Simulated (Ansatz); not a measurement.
## Nudged elastic band run: C3H9AlSi

The input (input.yaml):

```yaml
crystal:
  periodic: [false, false, false]
  atoms:
    - { symbol: C, position_ang: [-1.635724, -0.546364, 1.282142] }
    - { symbol: C, position_ang: [-0.467978, -0.5673, 0.621317] }
    - { symbol: Al, position_ang: [1.113202, -1.253068, 1.568303] }
    - { symbol: Si, position_ang: [-0.389993, 0.042735, -1.180146] }
    - { symbol: C, position_ang: [0.788644, 1.541145, -1.3797] }
    - { symbol: H, position_ang: [-1.736587, -0.877341, 2.304057] }
    - { symbol: H, position_ang: [-2.555911, -0.196598, 0.839098] }
    - { symbol: H, position_ang: [2.550054, -1.293585, 0.86106] }
    - { symbol: H, position_ang: [0.927895, -1.767407, 3.07523] }
    - { symbol: H, position_ang: [0.090067, -1.063539, -2.07132] }
    - { symbol: H, position_ang: [-1.770031, 0.426239, -1.627145] }
    - { symbol: H, position_ang: [1.801282, 1.27863, -1.093103] }
    - { symbol: H, position_ang: [0.808656, 1.877332, -2.410556] }
    - { symbol: H, position_ang: [0.463524, 2.36982, -0.760336] }
basis:
  gaussian: { orbitals: "6-31G" }
hamiltonian:
  xc: hf
neb:
  order_check: false
  images: 7
  f_tol: 0.05
  max_iterations: 60
  initial_path: idpp
  final_atoms:
    - { symbol: C, position_ang: [-1.64039144, -0.55921648, 1.28110297] }
    - { symbol: C, position_ang: [-0.47082136, -0.5685069, 0.62283121] }
    - { symbol: Al, position_ang: [1.11435629, -1.24605314, 1.56992776] }
    - { symbol: Si, position_ang: [-0.39421725, 0.05088709, -1.17542027] }
    - { symbol: C, position_ang: [0.79566868, 1.53940401, -1.38198656] }
    - { symbol: H, position_ang: [-1.74211522, -0.89999356, 2.29983969] }
    - { symbol: H, position_ang: [-2.56214968, -0.21308884, 0.83849515] }
    - { symbol: H, position_ang: [0.93187, -1.76396312, 3.07590206] }
    - { symbol: H, position_ang: [2.55262272, -1.27339462, 0.86443129] }
    - { symbol: H, position_ang: [0.07381979, -1.05620421, -2.0722415] }
    - { symbol: H, position_ang: [-1.77307159, 0.44626567, -1.61525818] }
    - { symbol: H, position_ang: [1.80696991, 1.27195512, -1.09370594] }
    - { symbol: H, position_ang: [0.81819112, 1.86695976, -2.41568082] }
    - { symbol: H, position_ang: [0.47636805, 2.37564824, -0.76933586] }
```

Command:

```bash
$ ansatz run input.yaml --threads 1 --pin off --max-ram 2048MiB --backend cpu --events-out ev --progress --plain --runs-dir out
```

Output, in part (warnings, iteration lines, the closing report on the highest movable image, with atoms numbered from 0):

```
NEB end point (image 0): max|allowed force component| = 1.478e-2 eV/Å (the criterion of neb.relax_end_points is 1.000e-2)
NEB end point (image 8): max|allowed force component| = 1.115e-2 eV/Å (the criterion of neb.relax_end_points is 1.000e-2)
NEB iter   1: max|band force component| = 6.645e-1 eV/Å  barrier→ = 0.2847 eV  barrier← = 0.2848 eV  Δτ_max = 0.1954 Å  (261 SCF iters)
NEB iter   2: max|band force component| = 6.883e-1 eV/Å  barrier→ = 0.3055 eV  barrier← = 0.3056 eV  Δτ_max = 0.0996 Å  (197 SCF iters)
NEB iter   3: max|band force component| = 4.817e-1 eV/Å  barrier→ = 0.2247 eV  barrier← = 0.2248 eV  CI = image 4  Δτ_max = 0.0994 Å  (169 SCF iters)
NEB iter   4: max|band force component| = 2.413e-1 eV/Å  barrier→ = 0.2054 eV  barrier← = 0.2055 eV  CI = image 4  Δτ_max = 0.0420 Å  (166 SCF iters)
NEB iter   5: max|band force component| = 1.221e-1 eV/Å  barrier→ = 0.1945 eV  barrier← = 0.1946 eV  CI = image 4  Δτ_max = 0.0606 Å  (170 SCF iters)
NEB iter   6: max|band force component| = 5.184e-2 eV/Å  barrier→ = 0.1881 eV  barrier← = 0.1882 eV  CI = image 4  Δτ_max = 0.0450 Å  (168 SCF iters)
NEB iter   7: max|band force component| = 3.748e-2 eV/Å  barrier→ = 0.1873 eV  barrier← = 0.1874 eV  CI = image 4  Δτ_max = 0.0000 Å  (370 SCF iters)
Total energy: -17674.25903470 eV, -649.5170394820 hartree
Atom 0 at    -1.659965    -1.163868     0.724956 Å, force    -0.001872    -0.011610     0.017737 eV/Å
Atom 1 at    -0.422017    -0.807042     0.356727 Å, force    -0.009119    -0.019743    -0.000849 eV/Å
Atom 2 at     1.146226    -1.489700     1.358750 Å, force    -0.008261     0.016612    -0.005758 eV/Å
Atom 3 at    -0.219396     0.331602    -1.160734 Å, force     0.007855    -0.008032    -0.010046 eV/Å
Atom 4 at     0.597320     2.008962    -0.716968 Å, force     0.001068     0.000074     0.009748 eV/Å
Atom 5 at    -1.870527    -1.808795     1.565322 Å, force     0.007732     0.007991     0.005736 eV/Å
Atom 6 at    -2.547034    -0.835895     0.205324 Å, force     0.004526     0.008309    -0.012637 eV/Å
Atom 7 at     1.877485    -2.846261     0.916437 Å, force    -0.001912     0.001342    -0.002058 eV/Å
Atom 8 at     1.727029    -0.687203     2.620538 Å, force     0.002440    -0.000789    -0.000437 eV/Å
Atom 9 at     0.643729    -0.349211    -2.182398 Å, force    -0.000211     0.007843     0.000970 eV/Å
Atom 10 at    -1.566075     0.572625    -1.769889 Å, force    -0.001534     0.000235    -0.003645 eV/Å
Atom 11 at     1.588258     1.871634    -0.296256 Å, force    -0.002348    -0.004035    -0.002241 eV/Å
Atom 12 at     0.694443     2.628064    -1.602064 Å, force     0.001502    -0.000119     0.002124 eV/Å
Atom 13 at    -0.002376     2.545787     0.009156 Å, force     0.000134     0.001921     0.001356 eV/Å
Dipole moment:    -0.112768     0.061836     0.082179 e Å
```

The forces met the threshold. A vibrational analysis at the climbing image gives one clearly imaginary mode, 160i cm⁻¹: a first-order saddle point. Limits of this set-up: no polarisation functions.

Final band (atoms are numbered from 1 in the order of the input):

```
image  path coordinate (Å)  energy (eV)  dihedral Si4–C2–Al3–H9 (°)
    0                 0.00        0.000                        -179
    1                 0.74        0.028                         160
    2                 1.48        0.094                         138
    3                 2.22        0.160                         115
    4                 2.96        0.187                          92
    5                 3.70        0.161                          68
    6                 4.44        0.095                          46
    7                 5.18        0.028                          23
    8                 5.92        0.000                           1
```

Run time: 2.1 min on 1 thread of Arm Neoverse V1, on a shared host, peak memory 0.15 GiB.
